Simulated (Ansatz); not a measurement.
Reactions of BrCl3Ge (`[Cl][Ge]([Cl])([Cl])[Br]`).

Gas-phase electronic energies from Ansatz, PBE0-D4/def2-TZVP geometries. CCSD(T)/CBS adds triple-zeta CCSD(T) − MP2 to the extrapolated MP2 energy (def2 sets, frozen cores). This one scheme is used for every species, atoms too. DFT in def2-TZVPP. No spin–orbit coupling; open shells (•) take unrestricted orbitals. Spin–orbit coupling would lower the free atoms: a little for Cl; clearly for Br, Ge. def2 core potentials past Kr. For Br, Ge, I, Se outer-core shells are correlated without core-valence functions, so the limit isn't a true one: a few kJ/mol of doubt a bond, and 10 to 20 or more in all where bonds break to atoms. Scalar relativity is left out up to krypton. One conformer a species, not always the lowest.

```csv
reaction,PBE0-D4 (kJ/mol),CCSD/CBS(def2) (kJ/mol),CCSD(T)/CBS(def2) (kJ/mol)
`[Cl][Ge]([Cl])([Cl])[Br]` + `ClB[SeH]` → `[Cl][Ge]([Cl])([Cl])[SeH]` + `ClBBr`,9,8,8
`[Cl][Ge]([Cl])([Cl])[Br]` → `ClBr` + `[Cl][Ge][Cl]`,319,312,313
`[Cl][Ge]([Cl])([Cl])[Br]` → Br• + 3 Cl• + Ge•,1367,1317,1361
`[Cl][Ge]([Cl])([Cl])[Br]` + H–F → `[F][Ge]([Cl])([Cl])[Cl]` + HBr,23,19,21
`[Cl][Ge]([Cl])([Cl])[Br]` + `CC(Cl)I` → `[Cl][Ge]([Cl])([Cl])[I]` + `CC(Cl)Br`,0,3,4
```

Largest T1 diagnostic: 0.013, for `[Cl][Ge][Cl]`.
